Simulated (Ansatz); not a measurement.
`C[B-](C)([OH2+])F`, charge 0, multiplicity 1.

Give a relaxed structure at PBE0-D4/def2-TZVP (Ansatz 0.2.0). (Best estimate.)

Computed: 
Cartesian coordinates in Å:
```
C 0.245 0.330 -1.470
B -0.106 0.387 0.073
C 0.966 0.022 1.180
O -1.273 -1.082 0.220
F -1.005 1.370 0.432
H 0.745 -0.598 -1.757
H 0.932 1.150 -1.708
H -0.630 0.466 -2.114
H 1.487 -0.916 0.973
H 0.540 -0.033 2.188
H 1.726 0.810 1.211
H -1.610 -1.041 1.123
H -2.018 -0.863 -0.352
```
Point group Cs.
This is one stationary point; other conformers may exist.
